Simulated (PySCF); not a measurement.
## Bonding in `N#C[SiH2][Si@@H](C(Cl)Cl)C1CC1`

C5H9Cl2NSi2.
Atom-mapped SMILES: `[N:1]#[C:2][SiH2:3][Si@@H:4]([CH:5]([Cl:6])[Cl:7])[CH:8]1[CH2:9][CH2:10]1` (hydrogens: H11, H12 on Si3; H13 on Si4; H14 on C5; H15 on C8; H16, H17 on C9; H18, H19 on C10)

Cartesian coordinates in Å at the GFN2-xTB level; atoms count from 1:
```
atom  x, y, z in Å
N1     4.4108   -1.3501    0.0814
C2     3.5929   -0.5625   -0.0733
Si3    2.2101    0.6688   -0.3207
Si4    0.2079   -0.5139   -0.2239
C5     0.3430   -1.7507    1.2562
Cl6    0.7454   -0.8344    2.7277
Cl7   -1.1912   -2.6107    1.4844
C8    -1.2636    0.5963    0.1554
C9    -2.5708    0.4110   -0.5692
C10   -1.7194    1.5948   -0.8737
H11    2.4919    1.2599   -1.6346
H12    2.4382    1.6840    0.7117
H13   -0.0972   -1.3743   -1.3805
H14    1.1167   -2.5080    1.1458
H15   -1.3519    0.9227    1.1859
H16   -2.6403   -0.3717   -1.3091
H17   -3.4834    0.5605   -0.0124
H18   -1.2035    1.6204   -1.8224
H19   -2.0453    2.5671   -0.5361
```

Bond orders from the PBE0/pcSseg-1 density (PySCF). One conformer (not necessarily the lowest) at the GFN2-xTB geometry, without solvent, vibrations or thermal averaging.

Problem. Where do the orders between heavy atoms depart from those drawn in the SMILES?

Solution. The largest departure is 0.243, at Si4–C5 (drawn single, 0.757). Drawn single, order below 0.88: C2–Si3 (0.819), Si4–C5 (0.757) and Si4–C8 (0.868).

Problem. Set the Mayer orders of the bonds beside their lengths.

Solution. 
| bond | drawn as | length (Å) | Mayer order |
| --- | --- | --- | --- |
| N1–C2 | triple | 1.146 | 2.928 |
| C2–Si3 | single | 1.868 | 0.819 |
| Si3–Si4 | single | 2.327 | 0.903 |
| Si4–C5 | single | 1.934 | 0.757 |
| C5–Cl6 | single | 1.780 | 0.976 |
| C5–Cl7 | single | 1.774 | 1.003 |
| Si4–C8 | single | 1.882 | 0.868 |
| C8–C9 | single | 1.506 | 0.953 |
| C9–C10 | single | 1.490 | 0.975 |
| C10–C8 | single | 1.505 | 0.952 |
| Si3–H11 | single | 1.468 | 0.935 |
| Si3–H12 | single | 1.466 | 0.954 |
| Si4–H13 | single | 1.473 | 0.953 |
| C5–H14 | single | 1.088 | 0.915 |
| C8–H15 | single | 1.085 | 0.933 |
| C9–H16 | single | 1.079 | 0.954 |
| C9–H17 | single | 1.079 | 0.957 |
| C10–H18 | single | 1.080 | 0.955 |
| C10–H19 | single | 1.080 | 0.956 |

By pair of heavy elements: C–Si: lowest Si4–C5 (0.757, 1.934 Å), highest Si4–C8 (0.868, 1.882 Å); in 1 of the 3 pairs the longer bond (by over 0.003 Å) has the higher order (by 0.02 or more). C–Cl: lowest C5–Cl6 (0.976, 1.780 Å), highest C5–Cl7 (1.003, 1.774 Å). C–C: lowest C10–C8 and C8–C9 (0.952, 1.505 Å), highest C9–C10 (0.975, 1.490 Å). Bonds named together lie within 0.004.

Problem. Sum the orders of all bonds at each heavy atom with more than one neighbour and set the sums beside the valence in the SMILES.

Solution. C2 3.747 (drawn 4), Si3 3.611 (drawn 4), Si4 3.481 (drawn 4), C5 3.651 (drawn 4), C8 3.706 (drawn 4), C9 3.839 (drawn 4), C10 3.838 (drawn 4). Orders between atoms that aren't bonded are not in these sums.

Mayer orders depend on the basis set.

The run behind these numbers computed NMR shieldings as well. The run took 35 s on one thread, AMD EPYC 9R45 (x86_64), shared host, and the process peaked at 1.1 GiB of memory.
